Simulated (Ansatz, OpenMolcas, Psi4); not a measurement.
# GeH2 (SMILES [GeH2]): the vertical ionisation energy, rung by rung

The species is GeH2 (3 atoms), meant as a singlet with charge 0. As SMILES, `[GeH2]`. Geometry: relaxed at PBE0-D4/def2-TZVP.

```xyz
3

Ge   -0.5701    0.4051   -0.2637
H     0.7830    0.7436    0.5090
H    -0.2129   -1.1487   -0.2453
```

Each level gives the vertical ionisation energy (to the doublet cation) (eV). The values are calculated.

```json
{"level": "SVWN5/def2-TZVPPD", "kind": "LDA", "program": "Psi4", "value (eV)": "9.58", "less CCSD(T)/def2-TZVPPD": "+0.11", "CPU time (all runs)": "16 s"}
{"level": "PBE/def2-TZVPPD", "kind": "GGA", "program": "OpenMolcas", "value (eV)": "9.40", "less CCSD(T)/def2-TZVPPD": "-0.07", "CPU time (all runs)": "50 s"}
{"level": "M06-L/def2-TZVPPD", "kind": "meta-GGA", "program": "Psi4", "value (eV)": "9.40", "less CCSD(T)/def2-TZVPPD": "-0.07", "CPU time (all runs)": "59 s"}
{"level": "BHLYP/def2-TZVPPD", "kind": "global hybrid", "program": "Psi4", "value (eV)": "9.38", "less CCSD(T)/def2-TZVPPD": "-0.09", "CPU time (all runs)": "36 s"}
{"level": "wB97M-V/def2-TZVPPD", "kind": "range-separated hybrid", "program": "Psi4", "value (eV)": "9.44", "less CCSD(T)/def2-TZVPPD": "-0.03", "CPU time (all runs)": "99 s"}
{"level": "B2PLYP/def2-TZVPPD (density fitting for correlation)", "kind": "double hybrid", "program": "Psi4", "value (eV)": "9.43", "less CCSD(T)/def2-TZVPPD": "-0.04", "CPU time (all runs)": "25 s"}
{"level": "MP2/def2-TZVPPD", "kind": "perturbation theory", "program": "Psi4", "value (eV)": "9.36", "less CCSD(T)/def2-TZVPPD": "-0.11", "CPU time (all runs)": "11 s"}
{"level": "CCSD(T)/def2-TZVPPD", "kind": "coupled cluster or CI", "program": "Psi4", "value (eV)": "9.47", "less CCSD(T)/def2-TZVPPD": "0.00", "CPU time (all runs)": "86 s"}
{"level": "CCSD(T)/def2-TZVPPD, open shells restricted", "kind": "coupled cluster or CI", "program": "OpenMolcas", "value (eV)": "9.47", "less CCSD(T)/def2-TZVPPD": "0.00", "CPU time (all runs)": "67 s"}
{"level": "FCI/STO-3G", "kind": "exact in the basis", "program": "Ansatz", "value (eV)": "6.18", "less CCSD(T)/def2-TZVPPD": "-3.29", "CPU time (all runs)": "0.93 s"}
```

CCSD(T)/def2-TZVPPD is the highest level here, not the true value. All-electron rows without a relativistic Hamiltonian named are non-relativistic. The values span 6.18 to 9.58 eV. High-level rows in very small sets aren't better than simpler rows in larger ones. In the correlated wave-function rows the outer d shell of Ge is correlated, in sets not made for it. CPU times are rough (shared hosts, several kinds of processor and program).
